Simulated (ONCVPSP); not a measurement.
## u(r) = r·R(r): atom against pseudo-atom (Cu (Z = 29))

Columns: radius, all-electron u(r) and pseudo u(r) of the 3d shell (level -13.66 eV) of copper in the configuration [Ne] 3s2 3p6 3d10; PBE, scalar-relativistic, ONCV scheme, ONCVPSP 4.0.1.

```csv
r (bohr),all-electron,pseudo
0.045,0.0156,0.0032
0.090,0.0822,0.0237
0.135,0.1932,0.0750
0.180,0.3261,0.1633
0.225,0.4620,0.2857
0.270,0.5883,0.4319
0.315,0.6980,0.5867
0.360,0.7884,0.7334
0.405,0.8592,0.8579
0.450,0.9116,0.9511
0.495,0.9472,1.0099
0.540,0.9683,1.0365
0.585,0.9775,1.0379
0.630,0.9769,1.0218
0.675,0.9686,0.9966
0.720,0.9545,0.9685
0.765,0.9359,0.9411
0.810,0.9141,0.9152
0.855,0.8901,0.8901
0.900,0.8645,0.8645
0.945,0.8381,0.8381
0.990,0.8112,0.8112
1.035,0.7843,0.7843
1.080,0.7575,0.7575
1.125,0.7311,0.7311
1.170,0.7052,0.7052
```

How many radial nodes do the two functions have?

The all-electron 3d function has n − l − 1 = 0; the pseudo-wave has 0.

At about which radius was the pseudo-wave matched?

0.90 bohr, where the columns begin to agree (steps of 0.04 bohr).

Where does each function peak?

Outermost all-electron maximum near 0.58 bohr, pseudo maximum near 0.58 bohr (to the table’s step).

Is the pseudo-wave norm-conserving?

Yes: the ONCV scheme keeps the norm inside the radius equal to the all-electron one, which fixes the energy derivative of the logarithmic derivative at the level.
